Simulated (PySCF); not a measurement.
A compound of formula C34H18 has these computed shifts in ppm, with the number of atoms in brackets (GIAO OPBE/pcSseg-1, gas phase, PySCF SCF with an in-house response code, fitting set def2-universal-JFIT, grid level 2, non-relativistic, on the GFN2-xTB geometry; 13C, 1H against isolated TMS).

1H: 8.80 (1), 8.42 (1), 8.08 (1), 8.02 (1), 7.99 (1), 7.92 (1), 7.92 (1), 7.88 (1), 7.75 (1), 7.63 (1), 7.42 (1), 7.42 (1), 7.14 (1), 6.80 (1), 6.77 (1), 6.34 (1), 6.30 (1), 6.04 (1)
13C: 154.2 (1), 153.5 (1), 148.1 (1), 147.4 (1), 145.6 (1), 144.5 (1), 143.6 (1), 142.8 (1), 139.0 (1), 137.0 (1), 135.7 (1), 134.2 (1), 131.6 (1), 128.0 (1), 127.4 (1), 126.9 (1), 126.8 (1), 126.5 (1), 126.3 (1), 126.3 (1), 125.4 (1), 124.9 (1), 124.9 (1), 124.5 (1), 124.1 (1), 124.1 (1), 123.2 (1), 122.9 (1), 122.6 (1), 120.3 (1), 119.6 (1), 115.3 (1), 110.5 (1), 100.7 (1)

Task: Which structure gave them?

Result: c1ccc2c(c1)ccc1cc3c4ccc5c6ccc6cc6c(cc7ccccc7c3cc12)c4c56. Other isomers were not compared.
